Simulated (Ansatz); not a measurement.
Geometry optimisation, Ansatz, RKS B3LYP-D4/def2-SVP.

input.yaml

```yaml
crystal:
  periodic: [false, false, false]
  atoms:
    - { symbol: B, position_ang: [-0.6977, -0.6639, -0.1794] }
    - { symbol: C, position_ang: [0.3081, 0.4713, 0.1934] }
    - { symbol: Se, position_ang: [1.1414, -1.1009, 0.5873] }
    - { symbol: H, position_ang: [-1.4672, -0.8609, -1.0306] }
    - { symbol: H, position_ang: [0.7328, 1.0033, -0.6995] }
    - { symbol: H, position_ang: [0.0247, 1.0871, 1.0827] }
basis:
  gaussian: { orbitals: def2-SVP }
hamiltonian:
  xc: b3lyp
  dispersion: d4
relax:
  f_tol: 0.02
  max_steps: 50
```

Command:

```bash
$ ansatz run input.yaml --threads 1 --pin off --max-ram 2048MiB --backend cpu --events-out ev --progress --plain --runs-dir out
```

Task: Where does it end, and by what steps?

Result: The run converged. After 5 steps the energy has fallen by 0.946 eV; H4 moved furthest, 0.26 Å.

```
step  energy less start (eV)  largest force component (eV/Å)  accepted
   0                  0.0000                           3.654       yes
   1                 -0.7828                           1.301       yes
   2                 -0.9212                           0.560       yes
   3                 -0.9417                           0.217       yes
   4                 -0.9464                           0.062       yes
   5                 -0.9465                           0.020       yes
```

```xyz
6
Properties=species:S:1:pos:R:3
B -0.551 -0.636 -0.316
C 0.258 0.583 0.133
Se 1.015 -1.282 0.531
H -1.540 -1.034 -0.854
H 0.868 1.158 -0.574
H -0.007 1.147 1.035
```

Whether the end is a true minimum wasn't checked by a vibrational analysis.

Run time: 20 s on 1 thread of Arm Neoverse V1, with other jobs on the host, peak memory 0.14 GiB.
